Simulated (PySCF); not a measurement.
# Spin-orbit coupling and the fourth ionisation energy along the 5d series

Two-component X2C-1e calculated with PySCF 2.14: MP2 on generalised Hartree-Fock spinors (GMP2), with spin-orbit coupling off and on (screened by Boettger's factors); no Breit or QED terms. Values in eV; the references (NIST) lie between the lowest levels. Elements whose determinants are no pure J levels are left out.

```
                                    element                 configurations  spin-free  with spin-orbit   shift          reference
Hf (x2c-QZVPPall-2c, [Kr] 4d10 4f14 frozen)      [Xe] 4f14 5d1 → [Xe] 4f14     32.559           32.894   0.336  33.37 ± 0.025 (s)
Ir (x2c-QZVPPall-2c, [Kr] 4d10 4f14 frozen)  [Xe] 4f14 5d6 → [Xe] 4f14 5d5     41.004           41.456   0.452       40 ± 1.7 (t)
Pt (x2c-QZVPPall-2c, [Kr] 4d10 4f14 frozen)  [Xe] 4f14 5d7 → [Xe] 4f14 5d6     43.998           44.088   0.090       43 ± 1.7 (t)
Au (x2c-QZVPPall-2c, [Kr] 4d10 4f14 frozen)  [Xe] 4f14 5d8 → [Xe] 4f14 5d7     46.255           45.771  -0.485       45 ± 1.7 (t)
Hg (x2c-QZVPPall-2c, [Kr] 4d10 4f14 frozen)  [Xe] 4f14 5d9 → [Xe] 4f14 5d8     48.547           47.840  -0.706       48.55 ± 0.15
```

The largest shift is at Hg, -0.706 eV, where spin-orbit coupling lowers the species with fewer electrons by more than the one with more (starting occupations 5d3/2^4 5d5/2^5 and 5d3/2^4 5d5/2^4).

What remains against the references is mostly the basis and correlation beyond MP2. References marked (s) are semi-empirical, (t) theoretical.
